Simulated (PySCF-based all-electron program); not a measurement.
Values are calculated unless marked as measured or tabulated.
CH4Se, singlet: all-electron forces

Method: all-electron DFT (in-house code on PySCF), basis-limit composite values; the spin-free Dirac equation, no spin–orbit coupling, spin-restricted. Forces are good to about 0.020 eV/Å. Atoms are numbered as listed.

Shape A:

```xyz
6

Se    0.0000    0.0000    0.0000
C     0.0000    0.0000    1.9705
H     1.0249   -0.0269    2.3503
H    -0.5358    0.8740    2.3505
H    -0.5271   -0.9132    2.2649
H     0.7375    1.2781   -0.1149
```

PBE forces:

| atom | Fx | Fy | Fz (eV/Å) |
| --- | --- | --- | --- |
| Se1 | 0.014 | 0.024 | 0.012 |
| C2 | 0.002 | 0.004 | 0.004 |
| H3 | -0.012 | -0.012 | 0.000 |
| H4 | -0.004 | -0.017 | -0.001 |
| H5 | 0.004 | 0.008 | 0.011 |
| H6 | -0.004 | -0.007 | -0.025 |

**Question.** What forces does r2SCAN give in shape A?

**Answer.** The forces move by 0.267 eV/Å (r.m.s. over the atoms) from PBE.

```json
{"atom": "Se1", "Fx": "0.167", "Fy": "0.290", "Fz (eV/Å)": "0.202"}
{"atom": "C2", "Fx": "-0.015", "Fy": "-0.025", "Fz (eV/Å)": "0.076"}
{"atom": "H3", "Fx": "-0.249", "Fy": "-0.005", "Fz (eV/Å)": "-0.105"}
{"atom": "H4", "Fx": "0.121", "Fy": "-0.218", "Fz (eV/Å)": "-0.105"}
{"atom": "H5", "Fx": "0.129", "Fy": "0.223", "Fz (eV/Å)": "-0.063"}
{"atom": "H6", "Fx": "-0.153", "Fy": "-0.265", "Fz (eV/Å)": "-0.005"}
```

Shape B:

```xyz
6

Se    0.0000    0.0000    0.0000
C     0.0000    0.0000    2.1676
H     1.0249   -0.0269    2.5474
H    -0.5358    0.8740    2.5475
H    -0.5271   -0.9132    2.4619
H     0.7375    1.2781   -0.1149
```

Against shape A, Se1–C2 goes from 1.971 to 2.168 Å.

**Question.** What forces does PBE give in shape B?

**Answer.** 

```json
{"atom": "Se1", "Fx": "-0.016", "Fy": "-0.028", "Fz (eV/Å)": "1.967"}
{"atom": "C2", "Fx": "-0.015", "Fy": "-0.026", "Fz (eV/Å)": "-1.261"}
{"atom": "H3", "Fx": "0.056", "Fy": "0.017", "Fz (eV/Å)": "-0.271"}
{"atom": "H4", "Fx": "-0.013", "Fy": "0.057", "Fz (eV/Å)": "-0.271"}
{"atom": "H5", "Fx": "-0.011", "Fy": "-0.018", "Fz (eV/Å)": "-0.239"}
{"atom": "H6", "Fx": "-0.001", "Fy": "-0.001", "Fz (eV/Å)": "0.076"}
```

**Question.** What forces does r2SCAN give in shape B?

**Answer.** The forces move by 0.269 eV/Å (r.m.s. over the atoms) from PBE.

| atom | Fx | Fy | Fz (eV/Å) |
| --- | --- | --- | --- |
| Se1 | 0.136 | 0.235 | 2.146 |
| C2 | -0.031 | -0.054 | -1.146 |
| H3 | -0.177 | 0.025 | -0.387 |
| H4 | 0.111 | -0.141 | -0.387 |
| H5 | 0.113 | 0.196 | -0.327 |
| H6 | -0.151 | -0.262 | 0.102 |

Shape C:

| atom | x (Å) | y (Å) | z (Å) |
| --- | --- | --- | --- |
| Se | 0.0000 | 0.0000 | 0.0000 |
| C | 0.0000 | 0.0000 | 1.7735 |
| H | 1.0249 | -0.0269 | 2.1533 |
| H | -0.5358 | 0.8740 | 2.1534 |
| H | -0.5271 | -0.9132 | 2.0678 |
| H | 0.7375 | 1.2781 | -0.1149 |

Against shape A, Se1–C2 goes from 1.971 to 1.773 Å.

**Question.** What forces does PBE give in shape C?

**Answer.** 

```
atom      Fx      Fy  Fz (eV/Å)
 Se1   0.050   0.088     -4.793
  C2   0.007   0.012      3.893
  H3  -0.074  -0.050      0.390
  H4  -0.006  -0.089      0.389
  H5   0.012   0.020      0.329
  H6   0.011   0.018     -0.208
```

**Question.** What forces does r2SCAN give in shape C?

**Answer.** The forces move by 0.264 eV/Å (r.m.s. over the atoms) from PBE.

| atom | Fx | Fy | Fz (eV/Å) |
| --- | --- | --- | --- |
| Se1 | 0.205 | 0.356 | -4.608 |
| C2 | -0.010 | -0.018 | 3.940 |
| H3 | -0.315 | -0.043 | 0.298 |
| H4 | 0.120 | -0.295 | 0.298 |
| H5 | 0.137 | 0.237 | 0.268 |
| H6 | -0.137 | -0.237 | -0.196 |
